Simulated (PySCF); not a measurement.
Sn(F)(NH2)3, H6FN3Sn, SMILES [NH2][Sn]([NH2])([NH2])[F], CAM-B3LYP/def2-SVP optimised geometry.

```
11

N     -1.17    -2.00     1.55
Sn    -0.45    -0.94     0.00
N     -1.18     0.93     0.00
N      1.56    -0.94     0.00
F     -1.04    -1.81    -1.64
H     -1.40    -2.96     1.33
H     -1.96    -1.56     2.01
H     -0.48     1.64    -0.22
H     -1.99     1.07    -0.60
H      1.97    -1.64     0.62
H      1.99    -1.03    -0.92
```

Density from PySCF 2.14.0 with CAM-B3LYP/def2-TZVP, def2 effective core potentials past Kr at that geometry. The core electrons that the potentials of Sn replace are not part of the density.

Minimum of the electron density along straight lines between bonded atoms, close to the bond critical point (lines longer than 1.1 times the sum of covalent radii, or with two minima, are not listed):

```json
[
 {"bond": "N1–Sn2", "length / Å": "2.010", "ρ at the minimum / e bohr⁻³": "0.123", "∇²ρ there / e bohr⁻⁵": "0.34", "position (fraction from the first atom)": "0.49"},
 {"bond": "Sn2–N3", "length / Å": "2.011", "ρ at the minimum / e bohr⁻³": "0.123", "∇²ρ there / e bohr⁻⁵": "0.34", "position (fraction from the first atom)": "0.51"},
 {"bond": "Sn2–N4", "length / Å": "2.010", "ρ at the minimum / e bohr⁻³": "0.123", "∇²ρ there / e bohr⁻⁵": "0.34", "position (fraction from the first atom)": "0.51"},
 {"bond": "Sn2–F5", "length / Å": "1.949", "ρ at the minimum / e bohr⁻³": "0.114", "∇²ρ there / e bohr⁻⁵": "0.55", "position (fraction from the first atom)": "0.52"},
 {"bond": "N1–H6", "length / Å": "1.018", "ρ at the minimum / e bohr⁻³": "0.329", "∇²ρ there / e bohr⁻⁵": "-1.57", "position (fraction from the first atom)": "0.74"},
 {"bond": "N1–H7", "length / Å": "1.018", "ρ at the minimum / e bohr⁻³": "0.329", "∇²ρ there / e bohr⁻⁵": "-1.57", "position (fraction from the first atom)": "0.74"},
 {"bond": "N3–H8", "length / Å": "1.018", "ρ at the minimum / e bohr⁻³": "0.329", "∇²ρ there / e bohr⁻⁵": "-1.57", "position (fraction from the first atom)": "0.74"},
 {"bond": "N3–H9", "length / Å": "1.018", "ρ at the minimum / e bohr⁻³": "0.329", "∇²ρ there / e bohr⁻⁵": "-1.57", "position (fraction from the first atom)": "0.74"},
 {"bond": "N4–H10", "length / Å": "1.018", "ρ at the minimum / e bohr⁻³": "0.329", "∇²ρ there / e bohr⁻⁵": "-1.57", "position (fraction from the first atom)": "0.74"},
 {"bond": "N4–H11", "length / Å": "1.018", "ρ at the minimum / e bohr⁻³": "0.329", "∇²ρ there / e bohr⁻⁵": "-1.57", "position (fraction from the first atom)": "0.74"}
]
```
